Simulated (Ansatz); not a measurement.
Input for Ansatz (development build ahead of 0.2.0):

```yaml
crystal:
  periodic: [false, false, false]
  atoms:
    - { symbol: W, position_ang: [0.0, 0.0, 0.0] }
    - { symbol: Cl, position_ang: [0.0, 2.34, 0.0] }
    - { symbol: Cl, position_ang: [0.0, -2.34, 0.0] }
basis:
  gaussian: { orbitals: def2-TZVPP }
magnetization:
  spin_polarized: true
  initial_magnetization: 4
hamiltonian:
  xc: pbe
```

The input is written out in the form of the current development build from the run's settings. The basis set brings a core potential for W, so the total leaves out those core electrons.

Output:

```
Converged                       : yes
Total energy                    : -987.20625 hartree
Spin squared of the determinant : 6.027
Stability test                  : minimum
```

Caution: other spin multiplicities were not run.
